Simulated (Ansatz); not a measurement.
Cost and result for the atomization energy of `N[Si](O)(O)C=O` (11 atoms, 10 bonds).

Z-matrix (Å, degrees):
```
Si
O 1 1.636
O 1 1.645 2 103.9
N 1 1.687 2 114.8 3 126.4
C 1 1.916 2 110.0 3 -118.2
H 2 0.959 1 116.4 3 9.2
H 3 0.958 1 116.5 2 161.4
H 4 1.005 1 125.1 2 -43.9
H 4 1.008 1 117.7 2 112.7
O 5 1.210 1 121.5 2 -122.8
H 5 1.117 1 119.8 2 57.3
```

The species carries charge 0 and has multiplicity 1. All single points use the PBE0-D4/def2-TZVP geometry. It is one conformer, not always the lowest. Program: Ansatz. All runs use 4 threads of a server CPU on a shared host. Times are those of one run each, without the atoms' runs, and a repeat can differ threefold. Electronic energies, without spin–orbit coupling; frozen cores. CCSD(T)/CBS adds CCSD(T) − MP2 in def2-TZVPP to the MP2 limit, and its time is that of the two runs behind it. T1 = 0.013.

CCSD(T)/CBS is a level of theory with its own doubt, some kJ/mol a heavy atom from the limit and from the frozen cores, so smaller differences don't rank the functionals.

```csv
level,functions,wall time
LDA (SPW92)/def2-TZVPP,267,1.9 s
revPBE-D4/def2-TZVPP,267,2.3 s
BLYP-D4/def2-TZVPP,267,2.4 s
PBE0-D4/def2-TZVPP,267,3.7 s
r2SCAN-D4/def2-TZVPP (with forces),267,4.4 s
r2SCANh-D4/def2-TZVPP,267,4.7 s
PBE-QIDH/def2-TZVPP,267,7 s
CCSD(T)/def2-SVP,113,7 s
ωB97X-V/def2-TZVPP,267,7.5 s
ωB97M-V/def2-TZVPP (with forces),267,12 s
MP2/def2-QZVPP,505,31 s
CCSD(T)/def2-TZVPP,267,4.4 min
CCSD(T)/CBS(def2),–,4.9 min
```

Question: What atomization energy does each give, and how far from CCSD(T)/CBS? (Estimate.)

Answer: The calculation gave: 
```tsv
level	atomization (kcal/mol)	difference from CCSD(T)/CBS	per bond
LDA (SPW92)/def2-TZVPP	1240.3	171.3	17.1
revPBE-D4/def2-TZVPP	1058.2	-10.8	-1.1
BLYP-D4/def2-TZVPP	1071.5	2.5	0.3
PBE0-D4/def2-TZVPP	1057.7	-11.3	-1.1
r2SCAN-D4/def2-TZVPP (with forces)	1064.3	-4.7	-0.5
r2SCANh-D4/def2-TZVPP	1052.8	-16.2	-1.6
PBE-QIDH/def2-TZVPP	1048.6	-20.4	-2.0
CCSD(T)/def2-SVP	977.7	-91.3	-9.1
ωB97X-V/def2-TZVPP	1067.7	-1.3	-0.1
ωB97M-V/def2-TZVPP (with forces)	1070.1	1.1	0.1
MP2/def2-QZVPP	1086.4	17.4	1.7
CCSD(T)/def2-TZVPP	1032.4	-36.6	-3.7
CCSD(T)/CBS(def2)	1069.0	0.0	0.0
```

The D4 term adds +9.2 kcal/mol with B3LYP and +4.8 kcal/mol with PBE0; it sums over pairs of atoms, weighted by their polarisabilities, and B3LYP, whose exchange is more repulsive, gets the larger term. In def2-TZVPP, CCSD(T) changes the Hartree–Fock value by +311.6 kcal/mol (the triples alone add +20.1 kcal/mol) and MP2 by +343.6 kcal/mol; breaking electron pairs costs correlation energy, which Hartree–Fock lacks. Leaving LDA and LC-ωPBE aside and taking each functional with its dispersion term where it has one, the values, not all of them listed here, spread over 75.2 kcal/mol, from BHLYP-D4 to PBE-D4. LDA lies +154.9 kcal/mol from PBE without D4, its usual overbinding.

B3LYP here is the variant with VWN-RPA as its local correlation; programs differ in this.
